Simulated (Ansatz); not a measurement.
Consider the redistribution: `NB(N)Cl` + `CB(O)CO` → `NB(Cl)CO` + `CB(N)O`.

Program: Ansatz. Geometries: PBE0-D4/def2-TZVP. ΔE: electronic, gas phase. CCSD(T)/CBS adds triple-zeta CCSD(T) − MP2 to the extrapolated MP2 energy (def2 sets, frozen cores). This one scheme is used for every species. DFT in def2-TZVPP. Each species was taken in one conformer, which may not be the lowest.

```csv
level,ΔE (eV)
r2SCAN-D4,-0.30
ωB97M-V,-0.30
MP2/def2-QZVPP,-0.32
CCSD/CBS(def2),-0.30
```

**Question.** What does CCSD(T)/CBS give? (Estimate.)

**Answer.** Computed: -0.31 eV. The listed levels differ from it by 0.01, 0.01, -0.01, 0.01 eV.

Largest T1 diagnostic among the species: 0.012.

In def2-TZVPP, CCSD(T) changes the Hartree–Fock value by −0.05 eV (the triples alone add −0.01 eV) and MP2 by −0.05 eV.
